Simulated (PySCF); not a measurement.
C₃H₈Sn, SMILES C([CH2][SnH3])=C (B3LYP/def2-SVP optimised geometry):

```
12

Sn     0.054    -1.583     0.000
C     -0.681     0.492     0.000
C     -0.067     1.304    -1.090
C     -0.674     1.693    -2.220
H     -0.511    -2.410     1.404
H     -0.514    -2.390    -1.410
H      1.777    -1.583     0.000
H     -1.777     0.439    -0.090
H     -0.435     0.893     0.997
H      0.985     1.583    -0.944
H     -1.722     1.447    -2.425
H     -0.144     2.274    -2.980
```

Method: B3LYP/def2-TZVP, def2 effective core potentials past Kr in PySCF.

Task: What are the frontier orbital energies and the dipole moment?

Result: HOMO-2 -8.74 eV, HOMO-1 -8.74 eV, HOMO -6.66 eV, LUMO -0.49 eV, LUMO+1 0.20 eV; dipole moment 0.54 D.

On the same geometry PySCF with PBE/def2-TZVP, def2 effective core potentials past Kr gives HOMO-2 -7.71 eV, HOMO-1 -7.70 eV, HOMO -5.84 eV, LUMO -1.15 eV, LUMO+1 -0.32 eV; dipole moment 0.53 D.
